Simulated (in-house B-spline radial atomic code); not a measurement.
The numbers below are computed, except where a source is named.
# Weak and strong correlation along the adiabatic connection

Two-electron singlets in several external potentials (atomic units), by full CI in B-splines with partial waves to l = 8 (correlation energies up to 0.6 % small). The repulsion is scaled by λ at fixed density; W(λ) is the mean repulsion less the Hartree energy, W(0) = E_x, and the area under W from 0 to 1 is E_xc.

One system gave this curve:

| λ | W (hartree) |
| --- | --- |
| 0 | -0.24009 |
| 0.02 | -0.24195 |
| 0.05 | -0.24462 |
| 0.12 | -0.25027 |
| 0.25 | -0.25904 |
| 0.4 | -0.26705 |
| 0.6 | -0.27528 |
| 0.8 | -0.28159 |
| 1 | -0.28659 |
| 1.4 | -0.29404 |
| 2 | -0.3015 |
| 3 | -0.30912 |
| 4.5 | -0.31569 |
| 7 | -0.32169 |

**Question.** Which system is it?
A. −Z exp(−kr)/r, Z = 9.97, k = 2.67
B. ω²r²/2 − Z/r, ω = 0.092, Z = 0.3
C. ω²r²/2 − Z/r, ω = 1.38, Z = 1.5
D. −Z exp(−kr)/r, Z = 1.53, k = 0.0634

**Answer.** B. The exchange energy sets the size: ω²r²/2 − Z/r, ω = 0.092, Z = 0.3: E_x = -0.24, E_c = -0.0288; −Z exp(−kr)/r, Z = 9.97, k = 2.67: E_x = -5.67, E_c = -0.0459; ω²r²/2 − Z/r, ω = 1.38, Z = 1.5: E_x = -1.21, E_c = -0.0409; −Z exp(−kr)/r, Z = 1.53, k = 0.0634: E_x = -0.726, E_c = -0.041 hartree.
